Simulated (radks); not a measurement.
Question: Radial electron density D(r) = 4 pi r^2 rho(r) of an atom or ion with 1 electrons. Method: scalar-relativistic Kohn-Sham, PBE, spin-polarised, spherical densities, finite nucleus; Fermi nuclear charge, rms radius of each element as measured or else 0.836 A^(1/3) + 0.57 fm; computed with a radial shooting solver on a logarithmic mesh with Libxc functionals.

```
   r/bohr * D(r) (the largest magnitude, 0.528, reaches the edge; | marks zero)
  0.06822 | *
  0.07391 | *
  0.07942 | *
  0.08604 |  *
  0.09246 |  *
   0.1002 |   *
   0.1076 |   *
   0.1166 |    *
   0.1253 |    *
   0.1357 |     *
   0.1459 |      *
    0.158 |       *
   0.1698 |        *
    0.184 |         *
   0.1977 |          *
   0.2142 |            *
   0.2302 |             *
   0.2493 |               *
   0.2701 |                 *
   0.2903 |                   *
   0.3144 |                     *
   0.3379 |                       *
   0.3661 |                          *
   0.3934 |                             *
   0.4261 |                               *
    0.458 |                                  *
   0.4961 |                                     *
   0.5331 |                                        *
   0.5775 |                                           *
   0.6207 |                                             *
   0.6724 |                                                *
   0.7225 |                                                  *
   0.7827 |                                                   *
   0.8412 |                                                     *
   0.9112 |                                                      *
   0.9792 |                                                      *
    1.061 |                                                      *
     1.14 |                                                     *
    1.235 |                                                   *
    1.338 |                                                 *
    1.438 |                                              *
    1.557 |                                          *
    1.674 |                                       *
    1.813 |                                  *
    1.948 |                              *
    2.111 |                          *
    2.268 |                      *
    2.457 |                  *
    2.641 |              *
    2.861 |           *
    3.074 |        *
     3.33 |      *
    3.579 |    *
    3.877 |  *
    4.166 | *
    4.513 |*
     4.85 |*
    5.254 |*
    5.646 *
    6.117 *
```

What is the nuclear charge?

Answer: Z = 1. The innermost maximum, from 1s, lies near gamma/Z bohr with gamma = sqrt(1 - (Z/c)^2) = 1.000, here 1 bohr (found: 0.979), and its height grows with Z. The density is that of neutral hydrogen in 1s1; the configuration itself is not fixed sharply by these data. D(r) has 1 maximum, at r = 0.979 bohr.
